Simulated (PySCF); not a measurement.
# Electronic absorption of C3H7ClO2S

Compound: C₃H₇ClO₂S.
Bonds: C1–C2, C2–C3, C2–S4, S4–O5 (double), S4–O6 (double), S4–Cl7. Hydrogens: H8, H9, H10 on C1; H11 on C2; H12, H13, H14 on C3.

Method used: TDDFT wB97X-D/def2-SVPD, vertical, gas phase, core orbitals frozen in the response in PySCF. The structure is a single GFN2-xTB conformer in the gas phase; no vibrational or solvent corrections. Torsions of this conformer, `[CH3:1][CH:2]([CH3:3])[S:4](=[O:5])(=[O:6])[Cl:7]`: C1–C2–S4–O5 175°.

Q: List the vertical singlet excitations with oscillator strengths and describe the spectrum.

A: 

```csv
state,E (eV),λ (nm),f,symmetry,"main configurations (H = HOMO, L = LUMO)"
S1,6.04,205.2,0.0052,A″,H→L (96%)
S2,6.60,187.9,0.042,A′,"H-1→L (60%), H-3→L (31%)"
S3,6.75,183.8,0.0023,A″,H-2→L (94%)
S4,6.80,182.4,0.041,A′,"H-3→L (66%), H-1→L (30%)"
S5,7.84,158.1,0.0082,A″,H-5→L (86%)
S6,8.02,154.5,0.130,A′,H-4→L (84%)
S7,8.61,144.0,0.0017,–,H-6→L (87%)
S8,8.71,142.3,0.039,A′,H-7→L (92%)
```

Triplets, Tamm–Dancoff:

| state | E (eV) | λ (nm) | main configurations (H = HOMO, L = LUMO) |
| --- | --- | --- | --- |
| T1 | 5.42 | 228.9 | H→L (91%) |
| T2 | 5.73 | 216.3 | H-1→L (86%) |
| T3 | 6.09 | 203.5 | H-3→L (88%) |

The lowest singlet comes at 205 nm (583 kJ/mol) in the ultraviolet; it is weak; its leading configuration is HOMO→LUMO (96%). The most intense listed level is S6 at 8.02 eV (155 nm, f = 0.130), 1.98 eV above S1. Löwdin shares by element: HOMO oxygen 55%, chlorine 41%; LUMO chlorine 43%, sulfur 27%, oxygen 18%. Of the 8 states listed, 4 reach f = 0.01 and none stays under 0.0005. Weighted by f, the mean energy of these states is 7.66 eV. The oscillator strengths of these states sum to 0.270; summed over the whole spectrum of an exact calculation they would give the number of electrons, 74 (Thomas–Reiche–Kuhn). Symmetry labels in Cs follow from the direction of the transition dipole and are given only for states with f of 0.002 or more. The window holds the lowest 8 singlets.
